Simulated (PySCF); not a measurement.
**WOCl4: from structure and modes to constants**

Method: PBE0 in PySCF with W def2-SVP with ECP60, O def2-SVP, Cl def2-SVP; scalar-relativistic core potentials, no spin–orbit coupling; density-fitted integrals.

The singlet minimum has C4v symmetry. Masses (u): W 183.95093, O 15.99492, Cl 34.96885.

```xyz
6
charge 0 multiplicity 1, angstrom
W     0.0000    0.0000    0.1481
O     0.0000    0.0000    1.8163
Cl    2.2326    0.0000   -0.4034
Cl    0.0000    2.2326   -0.4034
Cl   -2.2326    0.0000   -0.4034
Cl    0.0000   -2.2326   -0.4034
```

Harmonic wavenumbers (cm⁻¹): 40.6 (b1, ×1), 156.1 (e, ×2), 156.5 (a1, ×1), 225.7 (b2, ×1), 258.1 (e, ×2), 334.3 (b1, ×1), 395.1 (e, ×2), 408.3 (a1, ×1), 1086.9 (a1, ×1).

Q: What is the harmonic zero-point energy?

A: Half the sum of all 12 wavenumbers, 3871/2 = 1936 cm⁻¹, which is 23.2 kJ/mol (1 cm⁻¹ = 0.0119627 kJ/mol).

Q: Find the vibrational entropy and heat capacity at 298.15 K.

A: With u = 1.43878 ω/T, each mode gives S = R[u/(eᵘ−1) − ln(1−e⁻ᵘ)] and C = R u² eᵘ/(eᵘ−1)².
```tsv
ω (cm⁻¹)	u	S (J/(mol K))	C (J/(mol K))
40.6	0.196	21.87	8.29
156.1 (×2)	0.753	10.86	7.93
156.5	0.755	10.84	7.93
225.7	1.089	8.00	7.54
258.1 (×2)	1.246	7.01	7.32
334.3	1.613	5.18	6.72
395.1 (×2)	1.907	4.10	6.19
408.3	1.970	3.90	6.08
1086.9	5.245	0.28	1.22
```
The sums over all modes are S = 94.0 and C = 80.7 J/(mol K); the softest mode gives 23 % of the entropy (each member, where degenerate).

Q: Give the standard entropy (298.15 K, 1 bar) by its translational, rotational, vibrational and spin parts, and Cp.

A: Sackur–Tetrode with M = 339.82 u gives 181.5; rotation with symmetry number 4 gives 114.6; vibration 94.0; spin R ln 1 = 0.0. The total is 390.2 J/(mol K), and Cp = 4 R + 80.7 = 113.9 J/(mol K).

This need not be the most stable arrangement of these atoms. No spin–orbit coupling is included, which matters more the heavier the element.
